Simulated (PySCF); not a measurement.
## Zn⁺: excitation energy

Zn⁺ [Ar] 3d10 4s1 (2S) → Zn⁺ [Ar] 3d10 4d1 (2D), as a difference of total energies. Computed with PySCF 2.14 in aug-cc-pwCVDZ-PP with ECP10MDF (6s6p5d3f, 70 functions), with a scalar-relativistic core potential. Correlated levels: valence: 3s2 3p6 frozen; valence and next inner shell: nothing frozen outside the core potential. The calculations carry no spin-orbit coupling.

```csv
method,excitation energy (cm⁻¹),error (cm⁻¹)
UHF,102730,+5785
LDA,111350,+14407
PBE,106700,+9760
PBE0,105860,+8915
r2SCAN,107990,+11048
PW91,107380,+10441
B97-3,105270,+8328
M06,107030,+10087
wB97M-V,107550,+10606
MP2 (valence),109420,+12478
SCS-MP2 (valence),108340,+11401
MP2 (valence and next inner shell),110110,+13168
SCS-MP2 (valence and next inner shell),108740,+11796
```

Reference: 96940 cm⁻¹ (measured; NIST levels, between the centres of gravity of the two terms).

Errors of the correlated levels include the incompleteness of this basis and the frozen core.

The promoted electron is Rydberg-like, and one or two diffuse shells describe it only roughly, which tends to raise the upper state.
